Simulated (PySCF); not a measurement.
# Calculated properties of `O=C(O)c1ccsc1`

C5H4O2S.
Numbering: `[O:1]=[C:2]([OH:3])[c:4]1[cH:5][cH:6][s:7][cH:8]1` (hydrogens: H9 on O3; H10 on C5; H11 on C6; H12 on C8)

Structure used (PBE0-D3(BJ)/def2-TZVP), in Å, numbered top down from 1:
```xyz
12
C5H4O2S angstrom
O      1.7803   -1.5768   -0.5623
C      1.4869   -0.4594   -0.2238
O      2.4103    0.4963   -0.0072
C      0.1152    0.0132   -0.0029
C     -1.0174   -0.8255   -0.1809
C     -2.1824   -0.1766    0.0812
S     -1.9060    1.4477    0.5430
C     -0.2266    1.2809    0.3906
H      3.2681    0.0845   -0.1775
H     -0.9417   -1.8585   -0.4898
H     -3.1888   -0.5622    0.0286
H      0.4387    2.1055    0.5929
```

Among its groups: carboxylic acid and aromatic ring with sulfur.

PBE0-D3(BJ)/def2-TZVP geometry optimisation, gas phase (PySCF):

```yaml
Point_group: Cs
Rotational_constants_A_B_C: 4.526, 1.185, 0.939 GHz
```

B97-2/pcSseg-2 ground state and GIAO shieldings, non-relativistic (PySCF):

```yaml
Dipole_moment: 1.76 D
HOMO_energy: -7.14 eV
LUMO_energy: -1.41 eV
HOMO–LUMO_gap: 5.73 eV
13C_chemical_shifts_computed_TMS_as_zero_by_class: 167.9 (C2), 141.8 (C8), 139.6 (C4), 137.4 (C5), 132.9 (C6) ppm
1H_chemical_shifts_computed_TMS_as_zero_by_class: 8.26 (H12), 8.04 (H10), 7.31 (H11), 5.94 (H9) ppm
Isotropic_shieldings_of_nuclei_other_than_C_and_H_by_class: -64 (O1), 133 (O3), 256 (S7) ppm
```

Monoisotopic mass from the formula: 127.9932 u.

The rotational constants make it an asymmetric top with κ = (2B − A − C)/(A − C) = -0.86, nearer the prolate limit (−1). A dipole of 1.76 D is allowed in Cs, and pure rotational transitions are dipole-allowed. With B = h/(8π²I), that is 505.379 GHz u Å² over I, the principal moments of inertia are 111.7, 426.6 and 538.3 u Å² (most abundant isotopes). In atomic units the dipole is 0.69 e·bohr (1 au = 2.5417 D).

One conformer (not necessarily the lowest) at the PBE0-D3(BJ)/def2-TZVP geometry, without solvent, vibrations or thermal averaging.
